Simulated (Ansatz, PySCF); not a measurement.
Pair of molecules: H2S (SMILES S) (first 3 atoms) with CH3I (SMILES CI); geometry from B3LYP-D3(BJ)/def2-TZVP, rigid monomers moved along the line of their centres of mass till H3···I5 is 5.46 Å.
(charge 0, multiplicity 1):
```xyz
8

S     -0.1442    -0.4662    -0.6813
H     -0.5490    -1.7403    -0.8064
H     -0.8993    -0.2756     0.4160
C      0.8169    -1.4037     5.3448
I     -1.2532    -1.0153     5.8154
H      1.0393    -2.4090     5.6830
H      0.9179    -1.3066     4.2692
H      1.4085    -0.6655     5.8737
```

Monomers are frozen at their geometry in the pair; levels with a basis set take the counterpoise correction.

Correlated levels freeze the cores. Filled d and f shells under p-block atoms count as core. CBS(a, b) extrapolates the correlation energy as X⁻³ and adds the Hartree–Fock energy of set b.

Codes used: Ansatz (Gaussian basis) for Hartree–Fock, density functionals and correlated methods; PySCF for the dispersion terms.  In def2 rows elements past Kr take small-core potentials, without spin–orbit coupling.

PBE/def2-TZVPPD gives -1.0 kJ/mol for the interaction energy.

**Question.** Predict the shift from PBE, with its sign, for: PBE-D3(BJ)/def2-TZVPPD, r2SCAN/def2-TZVPPD, B3LYP/def2-TZVPPD, wB97M-V/def2-TZVPPD, MP2/CBS(def2-SVPD, def2-TZVPPD), CCSD(T)/CBS(def2-SVPD, def2-TZVPPD).

**Answer.** PBE-D3(BJ)/def2-TZVPPD -0.5; r2SCAN/def2-TZVPPD 0.0; B3LYP/def2-TZVPPD 0.4; wB97M-V/def2-TZVPPD -0.3; MP2/CBS(def2-SVPD, def2-TZVPPD) -0.4; CCSD(T)/CBS(def2-SVPD, def2-TZVPPD) -0.3 kJ/mol. 2 of 6 lie above PBE; the widest gap is to PBE-D3(BJ)/def2-TZVPPD.

Ansatz is a first-principles code.
